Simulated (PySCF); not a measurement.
C6H6F3O (doublet state).
Numbering: `[H]/[C:1]=[CH:2]\[O:3]/[CH:4]=[C:5](/[F:6])[CH2:7][CH:8]([F:9])[F:10]` (hydrogens: H11 on C1; H12 on C2; H13 on C4; H14, H15 on C7; H16 on C8)

Geometry (GFN2-xTB, Å), atoms numbered from 1 in this order:
```
atom  x, y, z in Å
C1     3.542    0.189    0.059
C2     2.629    0.439   -0.819
O3     1.289    0.087   -0.845
C4     0.817   -0.726    0.130
C5    -0.488   -0.904    0.301
F6    -0.897   -1.761    1.272
C7    -1.602   -0.247   -0.445
C8    -2.332    0.751    0.451
F9    -1.528    1.795    0.761
F10   -3.400    1.275   -0.197
H11    3.803   -0.261    0.982
H12    2.832    1.020   -1.714
H13    1.539   -1.249    0.744
H14   -1.192    0.282   -1.305
H15   -2.330   -0.990   -0.778
H16   -2.691    0.309    1.394
```

The hyperfine couplings belong to this conformer and change with its torsions.

Level of theory: UKS B3LYP, pcH-1 on C F H O, non-relativistic, mean-field spin-orbit, GIAO in PySCF 2.14.0. One conformer (not necessarily the lowest) at the GFN2-xTB geometry, without solvent, vibrations or thermal averaging. The geometry wasn't refined by DFT: couplings that depend on bond lengths, twists or pyramidal angles can differ widely from those at the functional's own minimum. Stability of the SCF solution: not tested.

Task: Break the g tensor into its mass correction, gauge correction and orbital-Zeeman/spin–orbit terms.

Result: 
```json
{"Δg (ppm)": "relativistic mass correction", "1": "-153", "2": "-153", "3": "-153"}
{"Δg (ppm)": "gauge correction", "1": "36", "2": "14", "3": "-45"}
{"Δg (ppm)": "orbital Zeeman/spin–orbit", "1": "-791", "2": "324", "3": "585"}
{"Δg (ppm)": "total", "1": "-908", "2": "185", "3": "387"}
```

So g = 2.00141, 2.00250, 2.00271 and g_iso = 2.00221; the tensor is rhombic: the two nearest values differ by 16 % of g3 − g1. Axes: g1 points within 7° of the C2–H12 bond and g2 points within 13° of the C2–O3 bond.

Task: How much does each term add to the isotropic shift?

Result: The mass correction -153, the orbital-Zeeman/spin–orbit term 39 and the gauge correction 2 ppm, for a total of -112 ppm. The mass correction is the largest in size. The mass correction is the same along every axis, so the anisotropy comes from the other two: their spans along these axes are 81 (gauge) and 1376 ppm (orbital Zeeman/spin–orbit).

Task: At 34.136 GHz, how far is the centre of the isotropic spectrum from where a free electron (g = 2.002319) resonates?

Result: B = hν/(g μB) with μB/h = 13.99624 MHz/mT gives 1218.06 mT for the free electron and 1218.13 mT at g_iso, 0.07 mT higher.

Task: In a frozen sample, at which fields do the three g values resonate at 9.5, 34, 94 and 263 GHz (hyperfine left aside), and which band first spreads them over more than twice a line width of 0.3 mT?

Result: 
| band | GHz | B(g3) mT | B(g2) mT | B(g1) mT | spread mT |
| --- | --- | --- | --- | --- | --- |
| X | 9.5 | 338.92 | 338.95 | 339.14 | 0.22 |
| Q | 34.0 | 1212.97 | 1213.09 | 1213.75 | 0.79 |
| W | 94.0 | 3353.51 | 3353.84 | 3355.68 | 2.17 |
| J | 263.0 | 9382.68 | 9383.63 | 9388.75 | 6.07 |

The spread grows in proportion to the frequency. Q band is the first where it exceeds 0.6 mT.

The largest Mulliken spin populations are on C1 (+1.05) and C2 (-0.12). C1 is the only atom above +0.15.

The HOMO–LUMO gaps are 6.15 eV among the α and 3.42 eV among the β orbitals.

Hardware: an Arm Neoverse V2 with one thread, no GPU (shared host). Cost: 1.9 min of wall time (with the writing of density and orbital grids), 1.1 GiB resident at most.
